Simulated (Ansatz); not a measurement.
A run for Ansatz (a quantum-chemistry and plane-wave program): R-wB97M-V/def2-TZVPPD on H8OSi2 (a complex). Files ending in .json are basis or fitting sets from the Basis Set Exchange.

Ansatz 0.2 input:
```yaml
crystal:
  periodic: [false, false, false]
  atoms:
    - {symbol: O, position_ang: [0.55588435, 0.48663644, 1.37382756]}
    - {symbol: H, position_ang: [1.00482369, -0.30707393, 1.06305605]}
    - {symbol: H, position_ang: [-0.25499551, 0.54365557, 0.85674840]}
    - {symbol: Si, position_ang: [-0.84950661, -1.02473191, 3.76169367]}
    - {symbol: Si, position_ang: [0.31241015, 0.88732455, 4.47503948]}
    - {symbol: H, position_ang: [-1.91607668, -0.67536919, 2.79001050]}
    - {symbol: H, position_ang: [-1.50050644, -1.71894224, 4.90288408]}
    - {symbol: H, position_ang: [0.06365697, -1.99955479, 3.11388607]}
    - {symbol: H, position_ang: [-0.23680540, 2.10520185, 3.83691147]}
    - {symbol: H, position_ang: [1.75617005, 0.77018337, 4.16869814]}
    - {symbol: H, position_ang: [0.17002775, 1.04065008, 5.94682186]}
basis:
  gaussian:
    orbitals: def2-TZVPPD.json
hamiltonian:
  xc: {name: wB97M-V}
scf: {lower_state_search: off}
```

The head of its log:

```
Functional definition: wB97M-V
[...]
these checks for a lower state are left out or cut short: stability, starts, cluster_reference, orbital_swaps, neighbouring_geometries, increment
integrals: 0.30 GiB planned
1276 factors; their error is unknown
integrals: 0.33 GiB planned
400 factors; integrals over basis functions are off by at most 1.7e-5 eV
mean field: 1.61 GiB planned
mean field evaluation 1: about -17928.0502 eV, gradient 4.4e1 eV
mean field evaluation 2: about -17927.6062 eV, gradient 4.9e1 eV
```

Problem. Give the final energy of this run.

Solution. -658.9629 hartree.
